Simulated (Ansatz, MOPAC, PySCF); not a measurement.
Potential energy surface of H3 (cation, charge +1), singlet: symmetric bend, bond length relaxed. Scanned: H-H-H angle. Other coordinates (H-H bond length) were minimised at PBE0/def2-TZVP.

RKS-M06-2X/6-31G* = PySCF 2.14.0 with restricted M06-2X/6-31G*, spherical d; AM1, restricted, heats of formation (MOPAC); RHF/3-21G = restricted Hartree-Fock/3-21G in PySCF; FCI/cc-pVDZ = Ansatz (a program for electronic structure) with full CI/cc-pVDZ, frozen core.

Energies relative to the lowest point of each profile, in mEh; the last columns give the difference from FCI:

```json
[
 {"a / °": "180", "RKS-M06-2X/6-31G*": "54.4", "AM1": "33.3", "RHF/3-21G": "51.9", "FCI/cc-pVDZ": "63.2", "RKS-M06-2X/6-31G* − FCI/cc-pVDZ": "-8.8", "AM1 − FCI/cc-pVDZ": "-29.9", "RHF/3-21G − FCI/cc-pVDZ": "-11.3"},
 {"a / °": "168.92", "RKS-M06-2X/6-31G*": "54.2", "AM1": "33.0", "RHF/3-21G": "51.8", "FCI/cc-pVDZ": "62.6", "RKS-M06-2X/6-31G* − FCI/cc-pVDZ": "-8.4", "AM1 − FCI/cc-pVDZ": "-29.6", "RHF/3-21G − FCI/cc-pVDZ": "-10.8"},
 {"a / °": "159.88", "RKS-M06-2X/6-31G*": "53.7", "AM1": "32.4", "RHF/3-21G": "51.4", "FCI/cc-pVDZ": "61.3", "RKS-M06-2X/6-31G* − FCI/cc-pVDZ": "-7.6", "AM1 − FCI/cc-pVDZ": "-28.9", "RHF/3-21G − FCI/cc-pVDZ": "-9.8"},
 {"a / °": "152.22", "RKS-M06-2X/6-31G*": "52.9", "AM1": "31.5", "RHF/3-21G": "50.8", "FCI/cc-pVDZ": "59.4", "RKS-M06-2X/6-31G* − FCI/cc-pVDZ": "-6.5", "AM1 − FCI/cc-pVDZ": "-27.9", "RHF/3-21G − FCI/cc-pVDZ": "-8.6"},
 {"a / °": "138.24", "RKS-M06-2X/6-31G*": "50.1", "AM1": "29.3", "RHF/3-21G": "48.3", "FCI/cc-pVDZ": "54.3", "RKS-M06-2X/6-31G* − FCI/cc-pVDZ": "-4.3", "AM1 − FCI/cc-pVDZ": "-25.1", "RHF/3-21G − FCI/cc-pVDZ": "-6.0"},
 {"a / °": "129.17", "RKS-M06-2X/6-31G*": "47.1", "AM1": "27.2", "RHF/3-21G": "45.5", "FCI/cc-pVDZ": "49.7", "RKS-M06-2X/6-31G* − FCI/cc-pVDZ": "-2.7", "AM1 − FCI/cc-pVDZ": "-22.5", "RHF/3-21G − FCI/cc-pVDZ": "-4.2"},
 {"a / °": "122.35", "RKS-M06-2X/6-31G*": "44.1", "AM1": "25.4", "RHF/3-21G": "42.6", "FCI/cc-pVDZ": "45.6", "RKS-M06-2X/6-31G* − FCI/cc-pVDZ": "-1.5", "AM1 − FCI/cc-pVDZ": "-20.2", "RHF/3-21G − FCI/cc-pVDZ": "-2.9"},
 {"a / °": "108.69", "RKS-M06-2X/6-31G*": "36.2", "AM1": "20.8", "RHF/3-21G": "34.9", "FCI/cc-pVDZ": "35.6", "RKS-M06-2X/6-31G* − FCI/cc-pVDZ": "0.7", "AM1 − FCI/cc-pVDZ": "-14.8", "RHF/3-21G − FCI/cc-pVDZ": "-0.7"},
 {"a / °": "99.47", "RKS-M06-2X/6-31G*": "29.3", "AM1": "16.8", "RHF/3-21G": "28.1", "FCI/cc-pVDZ": "27.7", "RKS-M06-2X/6-31G* − FCI/cc-pVDZ": "1.6", "AM1 − FCI/cc-pVDZ": "-10.9", "RHF/3-21G − FCI/cc-pVDZ": "0.4"},
 {"a / °": "91.66", "RKS-M06-2X/6-31G*": "22.7", "AM1": "13.0", "RHF/3-21G": "21.6", "FCI/cc-pVDZ": "20.7", "RKS-M06-2X/6-31G* − FCI/cc-pVDZ": "2.0", "AM1 − FCI/cc-pVDZ": "-7.7", "RHF/3-21G − FCI/cc-pVDZ": "0.9"},
 {"a / °": "78.78", "RKS-M06-2X/6-31G*": "11.6", "AM1": "6.2", "RHF/3-21G": "10.2", "FCI/cc-pVDZ": "9.4", "RKS-M06-2X/6-31G* − FCI/cc-pVDZ": "2.2", "AM1 − FCI/cc-pVDZ": "-3.2", "RHF/3-21G − FCI/cc-pVDZ": "0.8"},
 {"a / °": "72.10", "RKS-M06-2X/6-31G*": "6.2", "AM1": "3.0", "RHF/3-21G": "4.9", "FCI/cc-pVDZ": "4.5", "RKS-M06-2X/6-31G* − FCI/cc-pVDZ": "1.7", "AM1 − FCI/cc-pVDZ": "-1.5", "RHF/3-21G − FCI/cc-pVDZ": "0.5"},
 {"a / °": "60", "RKS-M06-2X/6-31G*": "0.0", "AM1": "0.0", "RHF/3-21G": "0.0", "FCI/cc-pVDZ": "0.0", "RKS-M06-2X/6-31G* − FCI/cc-pVDZ": "0.0", "AM1 − FCI/cc-pVDZ": "0.0", "RHF/3-21G − FCI/cc-pVDZ": "0.0"}
]
```

RKS-M06-2X/6-31G* is furthest from FCI/cc-pVDZ at 180 (-8.8 mEh, below); its mean absolute difference over the points is 3.7 mEh.

AM1 is furthest from FCI/cc-pVDZ at 180 (-29.9 mEh, below); its mean absolute difference over the points is 17.1 mEh.

RHF/3-21G is furthest from FCI/cc-pVDZ at 180 (-11.3 mEh, below); its mean absolute difference over the points is 4.4 mEh.
